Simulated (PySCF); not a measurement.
**Radial density of Ar (argon, neutral)**

PBEsol, [Ar], closed-shell 1S. All numbers are calculated (PySCF 2.14, the non-relativistic Hamiltonian (point nucleus), in an even-tempered Gaussian basis (21 s from 0.01 bohr⁻², ratio 2.5; 15 p from 0.013 bohr⁻², ratio 2.5; 6 d from 0.91 bohr⁻², ratio 2.7; 5 f from 1.4 bohr⁻², ratio 2.7)).

```csv
r (bohr),4πr²ρ (e/bohr)
0.00134,0.08289
0.00226,0.2269
0.00380,0.6073
0.00639,1.565
0.0108,3.785
0.0181,8.231
0.0304,15.00
0.0512,20.50
0.0861,18.58
0.145,14.56
0.244,19.94
0.410,16.54
0.689,5.051
1.16,5.709
1.95,3.157
3.28,0.3836
5.52,0.008166
```
